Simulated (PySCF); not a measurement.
HIn, singlet, at the geometry of the source list (core potentials on In); PBE/def2-TZVP run with PySCF.

Input for PySCF:
```python
from pyscf import gto, scf, dft

mol = gto.Mole()
mol.atom = '''
    In    0.54800000    0.16620000   -0.80130000
    H    -0.54800000   -0.16620000    0.80130000
'''
mol.basis = 'def2-tzvp'
mol.ecp = {'In': 'def2-tzvp'}
mol.verbose = 3
mol.build()

mf = dft.RKS(mol)
mf.xc = 'pbe'
mf.kernel()
mf.analyze()
```

Problem. Predict the main parts of the log of this PySCF run.

Solution. 
```
converged SCF energy = -190.713457992426
**** MO energy ****
MO #1   energy= -4.47217487614303  occ= 2
MO #2   energy= -2.9160403728272   occ= 2
MO #3   energy= -2.91604036952448  occ= 2
MO #4   energy= -2.90400461644694  occ= 2
MO #5   energy= -0.68226454570528  occ= 2
MO #6   energy= -0.682264542062778 occ= 2
MO #7   energy= -0.671761630108799 occ= 2
MO #8   energy= -0.671761624087919 occ= 2
MO #9   energy= -0.670072721527662 occ= 2
MO #10  energy= -0.323588626162751 occ= 2
MO #11  energy= -0.176369445326859 occ= 2
MO #12  energy= -0.0907703499787434 occ= 0
MO #13  energy= -0.0907703451342968 occ= 0
MO #14  energy= 0.0159262810520024 occ= 0
MO #15  energy= 0.0670596547933108 occ= 0
MO #16  energy= 0.0710678518749525 occ= 0
MO #17  energy= 0.0710679050709312 occ= 0
MO #18  energy= 0.125501495549392  occ= 0
MO #19  energy= 0.143947583854822  occ= 0
Dipole moment(X, Y, Z, Debye):  0.76820,  0.23298, -1.12328
```
